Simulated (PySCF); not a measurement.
This PySCF input asks for the NMR shieldings of `N[SiH2][C@@H]1CCC[C@H]1F`, C₅H₁₂FNSi; the geometry comes from GFN2-xTB.

```python
import basis_set_exchange as bse
import numpy as np
from pyscf import gto, dft
from pyscf.prop import nmr

atoms = """
N     3.011798    0.415323   -0.519209
Si    1.862131   -0.849167   -0.666817
C     0.303068   -0.194742    0.199655
C    -0.851764   -1.184372    0.306426
C    -2.038287   -0.304859    0.701595
C    -1.834109    0.985513   -0.102999
C    -0.346124    1.002899   -0.493399
F     0.259788    2.184671   -0.099651
H     3.914858    0.337606   -0.955108
H     2.698345    1.372802   -0.518378
H     2.404631   -2.012340    0.035652
H     1.480293   -1.226914   -2.040568
H     0.560089    0.136238    1.210458
H    -0.653138   -1.972250    1.031028
H    -1.037593   -1.650684   -0.663406
H    -1.993756   -0.094171    1.771033
H    -2.997476   -0.773510    0.485404
H    -2.459738    0.994028   -0.995144
H    -2.069168    1.873485    0.482967
H    -0.218995    0.971123   -1.582271
"""
names = dict.fromkeys(["N", "Si", "C", "F", "H"], "pcSseg-1")
basis = {el: gto.basis.parse(bse.get_basis(n, elements=[el], fmt="nwchem")) for el, n in names.items()}
mol = gto.M(atom=atoms, basis=basis, charge=0, verbose=0)
mf = dft.RKS(mol, xc="PBE0")
mf.grids.level = 2
mf.grids.alignment = dft.numint.BLKSIZE   # the property module wants whole blocks of grid points
mf.conv_tol = 1e-9
mf.kernel()

calc = nmr.RKS(mf)   # GIAO
C = mf.mo_coeff
Co = C[:, mf.mo_occ > 0]
resp = mf.gen_response(singlet=True, hermi=2)
def vind(x):   # induced exchange potential for any number of trial vectors
    d = np.einsum("pi,xij,qj->xpq", C, 2 * x.reshape(-1, C.shape[1], Co.shape[1]), Co, optimize=True)
    return np.einsum("xpq,pi,qj->xij", resp(d - d.transpose(0, 2, 1)), C, Co, optimize=True).ravel()
mo1, _ = nmr.rhf.solve_mo1(calc, with_cphf=vind)
sigma = calc.kernel(mo1)
for i, s in enumerate(sigma):   # ppm
    print("%2d %-2s %9.2f" % (i, mol.atom_pure_symbol(i), np.trace(s) / 3))
```

Question: What are the results?

Answer: 
```
 0 N     264.32
 1 Si    377.13
 2 C     151.91
 3 C     157.09
 4 C     158.18
 5 C     150.54
 6 C      83.38
 7 F     372.78
 8 H      31.88
 9 H      31.14
10 H      26.84
11 H      26.88
12 H      30.32
13 H      29.91
14 H      30.65
15 H      29.83
16 H      29.99
17 H      29.54
18 H      29.62
19 H      26.50
```

These numbers come from an equivalent density-fitted implementation of the same equations, which agrees with the script to about 0.01 ppm for H and up to a few tenths of a ppm for heavy atoms, so last digits may differ.

Question: Turn these shieldings into chemical shifts. References, each an isolated molecule treated in the same way: ¹⁵N (267.73 ppm) vs NH3; ²⁹Si (349.16 ppm), ¹³C (186.93 ppm), ¹H (31.72 ppm) vs TMS; ¹⁹F (170.95 ppm) against CFCl3.

Answer: Averaging equivalent atoms: N 0: 3.4; Si 1: -28.0; C 6: 103.5; C 5: 36.4; C 2: 35.0; C 3: 29.8; C 4: 28.7; F 7: -201.8; H 19: 5.22; H 10: 4.88; H 11: 4.84; H 17: 2.18; H 18: 2.09; H 15: 1.88; H 13: 1.81; H 16: 1.73; H 12: 1.40; H 14: 1.07; H 8/9: 0.20 ppm. Unscaled 19F shifts against computed CFCl3 carry errors that often reach 10 to 50 ppm. Experimental scales use liquid or dissolved standards, which lie at an offset from isolated NH3 (liquid NH3: subtract about 20 ppm).

Size and cost of the density-fitted run: 203 basis functions, 120 s wall time on 1 thread of an Intel Xeon, shared host; peak memory 0.92 GiB.
